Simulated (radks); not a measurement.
Results of a calculation; reference values are marked as such.
Mean orbital radii <r> (bohr) of the dysprosium ion Dy3+, [Xe] 4f9, at several levels of relativity; Dirac values are averaged over j with weights 2j + 1. Spin-unpolarised spherical Kohn-Sham, PBE, point nucleus unless stated (finite: rms radius 5.2218 fm), a radial shooting solver on a logarithmic mesh with Libxc functionals. A level marked "c x" has the speed of light scaled by that factor and shares open shells by 2j + 1; other Dirac levels either fill j = l - 1/2 first or share by 2j + 1.

| shell | non-rel. | scalar-rel. | scalar-rel., finite nucleus | Dirac, low j first | change of magnitude, last against first (%) |
|---|---|---|---|---|---|
| 1s | 0.02298 | 0.02111 | 0.02112 | 0.02111 | -8.11 |
| 2s | 0.09766 | 0.08977 | 0.08978 | 0.08921 | -8.64 |
| 2p | 0.08277 | 0.07946 | 0.07945 | 0.07908 | -4.46 |
| 3s | 0.2512 | 0.2345 | 0.2345 | 0.2341 | -6.80 |
| 3p | 0.2409 | 0.2334 | 0.2334 | 0.2327 | -3.42 |
| 3d | 0.2132 | 0.2121 | 0.2121 | 0.2121 | -0.51 |
| 4s | 0.5653 | 0.5294 | 0.5294 | 0.5294 | -6.36 |
| 4p | 0.5776 | 0.5608 | 0.5608 | 0.5600 | -3.04 |
| 4d | 0.6086 | 0.6077 | 0.6077 | 0.6082 | -0.06 |
| 5s | 1.365 | 1.274 | 1.274 | 1.275 | -6.53 |
| 5p | 1.517 | 1.478 | 1.478 | 1.477 | -2.62 |
| 4f | 0.7733 | 0.8057 | 0.8057 | 0.8079 | +4.47 |
